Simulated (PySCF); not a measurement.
Molecule: `C=CC(=O)N(C)C`, C5H9NO.

Mapped SMILES: `[CH2:1]=[CH:2][C:3](=[O:4])[N:5]([CH3:6])[CH3:7]` (H(Xn): hydrogen on atom n). Ha(C1) is cis to C3; Hb(C1) is trans to C3.

Geometry PBE0-D3(BJ)/def2-SVP throughout; GIAO in PySCF, gas phase, one conformer, non-relativistic; equivalent atoms averaged; functional PBE0.

For orientation, 6-31G* gives these shifts δ (against TMS, H2O, NH3 at the same level): C1 128.6, C3 151.6, C2 119.5, C6 34.4, O4 331.0, N5 91.9, Ha(C1) 6.77, H(C2) 6.48, Hb(C1) 5.80 ppm.

A run gave: C1 130.2, C3 155.5, C2 122.9, C6 34.8, O4 352.2, N5 94.3, Ha(C1) 7.29, H(C2) 6.82, Hb(C1) 6.12 ppm (shifts δ (against TMS, H2O, NH3 at the same level)).

**Question.** Which basis set was used in that run?
A. 6-311+G(2d,p)
B. pcSseg-0
C. aug-cc-pVDZ
D. def2-TZVP
E. 6-31G

**Answer.** E. C3 tells them apart best: 6-31G gives 155.5, pcSseg-0 gives 174.9, aug-cc-pVDZ gives 160.8, 6-311+G(2d,p) gives 163.9, def2-TZVP gives 165.4 ppm.
